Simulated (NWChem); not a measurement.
Molecule: CH4OSi; SMILES O=C[SiH3]

Results from NWChem. Structure relaxed at the PBE0/def2-SVP level. Ions are spin-unrestricted doublets at the neutral geometry; other ion states weren't tried.

| level | basis functions | vertical ionisation energy, ΔSCF (eV) | −ε(HOMO) (eV) | ΔSCF minus −ε(HOMO) (eV) | relative time |
|---|---|---|---|---|---|
| PBE0/STO-3G | 23 | 7.16 | 3.87 | 3.29 | 1 |
| PBE0/def2-SVP | 66 | 9.55 | 7.06 | 2.49 | 3 |
| PBE0/def2-SVPD | 99 | 9.64 | 7.27 | 2.37 | 7 |
| PBE0/def2-TZVP | 123 | 9.56 | 7.19 | 2.37 | 10 |
| PBE0/def2-TZVPD | 156 | 9.57 | 7.23 | 2.34 | 30 |
| PBE0/def2-TZVPP | 160 | 9.56 | 7.19 | 2.37 | 20 |

The last column is a rough cost ratio, cheapest run = 1.
